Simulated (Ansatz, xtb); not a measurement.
A geometry optimisation of H6O2Si2+ with r2SCAN-D4/def2-SVP

The starting geometry of this gas-phase doublet has its atoms placed at random.

```tsv
atom	x (Å)	y (Å)	z (Å)
O	0.8177	0.7012	-0.0726
O	-1.8824	0.0389	-1.5874
Si	0.6466	-1.0138	-2.2508
Si	-0.7117	-0.5976	0.5132
H	-1.2466	-1.9435	0.1688
H	-0.8938	1.3200	0.4742
H	0.8288	-1.6301	-0.0145
H	0.4534	0.3568	-2.1496
H	0.2974	0.1135	2.0475
H	-0.2123	-0.4373	-1.1281
```

Task: One run relaxed it with r2SCAN-D4/def2-SVP. What is a likely outcome?

Result: It ends as a structure given below by its coordinates. Contacts that open: Si3–H10 (1.53 → 2.39 Å), Si4–H10 (1.72 → 4.50 Å). Contacts that close: O1–Si3 (2.78 → 1.62 Å), O1–Si4 (2.09 → 1.70 Å), O2–Si3 (2.82 → 1.62 Å), O2–H10 (1.80 → 0.97 Å), Si3–H7 (2.33 → 1.51 Å), Si4–H6 (1.93 → 1.49 Å), Si4–H9 (1.97 → 1.48 Å).

The energy falls by 17.60 eV over 29 steps:

| step | E − E(last) (eV) |
| --- | --- |
| 1 | 17.600 |
| 4 | 11.466 |
| 7 | 6.691 |
| 10 | 2.618 |
| 13 | 0.623 |
| 17 | 0.128 |
| 20 | 0.024 |
| 23 | 0.003 |
| 26 | 0.000 |
| 29 | 0.000 |

Final geometry (Å):

```xyz
10

O    -0.0359   -0.3287   -0.1091
O    -0.7570   -0.3968   -2.8318
Si    0.3510   -0.5952   -1.6644
Si   -0.4562   -0.0195    1.5080
H    -1.0960   -1.3092    1.9457
H    -1.4638    1.0718    1.4965
H     0.9100   -1.9975   -1.7883
H     1.5271    0.3193   -1.9862
H     0.7930    0.2516    2.2553
H    -1.6751   -0.0876   -2.8249
```

From the same start GFN2-xTB ends elsewhere, at `O[SiH2][OH+][SiH2]`.

From so rough a start the end depends on the optimiser's path, so another program may land elsewhere. The end wasn't checked by frequencies. Open shells are spin-unrestricted. Run with Ansatz 0.2.0, 2.9 min on 2 threads of Intel(R) Xeon(R) 6975P-C (Granite Rapids) (shared host).
